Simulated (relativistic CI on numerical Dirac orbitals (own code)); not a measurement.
Cs²⁺: q coefficients and field-shift factors

Method of calculation: Dirac-Coulomb-Breit CI, orbitals from a KLI potential per configuration, valence Slater integrals scaled by 0.85, P86 correlation energy added to each configuration, derivatives by finite differences, QED left out (own radial code, finite nucleus).

Configuration list (outside the closed core [Kr] 4d10): 5s²5p⁵, 5s5p⁶, 5s²5p⁴5d, 5s²5p⁴5f, 5s²5p⁴6s, 5s5p⁵5d. The list is cut by size and lacks configurations that can hold low levels.

With x = (α/α₀)² − 1 an excitation energy changes as ω = ω₀ + qx; K = 2q/ω₀ is the relative enhancement. Terms are leading LS components, so labels can repeat. The field-shift factor is F = δν/δ⟨r²⟩ for the transition from the lowest level.

Lowest level 5s²5p⁵ ²P°3/2.

```csv
Level,ω₀ (cm⁻¹),q (cm⁻¹),K,F (GHz/fm²)
5s²5p⁵ ²P°1/2,13889.0,15570,2.24,-0.592
5s5p⁶ ²S1/2,112385.2,17250,0.307,-15.1
5s²5p⁴5d ⁴D5/2,123115.5,2536,0.0412,2.05
5s²5p⁴5d ⁴D7/2,123316.4,3144,0.051,2.05
5s²5p⁴5d ⁴D3/2,123904.7,2337,0.0377,2.07
5s²5p⁴5d ⁴D1/2,125420.3,2924,0.0466,2.07
5s²5p⁴5d ⁴F9/2,128676.9,766.3,0.0119,2.23
5s²5p⁴5d ⁴F7/2,132051.2,991.1,0.015,2.19
5s²5p⁴5d ²D3/2,135101.7,1159,0.0172,3.58
5s²5p⁴5d ²P1/2,136302.0,12110,0.178,1.74
5s²5p⁴5d ⁴P1/2,136602.6,7643,0.112,1.29
5s²5p⁴6s ⁴P5/2,136988.2,-2592,-0.0378,7.05
5s²5p⁴5d ⁴F5/2,138329.2,11250,0.163,1.77
5s²5p⁴5d ⁴F3/2,139105.2,10170,0.146,2.1
5s²5p⁴5d ²D3/2,140489.7,12400,0.177,2.01
5s²5p⁴5d ⁴F7/2,141082.4,13630,0.193,1.74
5s²5p⁴6s ⁴P5/2,142469.5,1179,0.0165,3.97
5s²5p⁴6s ²P3/2,142846.0,1012,0.0142,5.76
5s²5p⁴5d ²P3/2,144965.4,10140,0.14,3.48
5s²5p⁴5d ²D5/2,145599.4,14520,0.199,2.15
5s²5p⁴5d ²G9/2,148744.9,15440,0.208,1.71
5s²5p⁴5d ²G7/2,148883.4,15150,0.204,1.64
5s²5p⁴5d ²F5/2,148905.7,15150,0.203,1.88
```

Correlation outside the listed configurations is missing or only estimated: errors of thousands of cm⁻¹ between configurations and terms are usual at this charge. Rates and lifetimes follow the computed energies and can be off by large factors. The fine structure of a lone outer electron comes out too small, for d and f at times inverted, and misplaced configurations move strength between like terms.
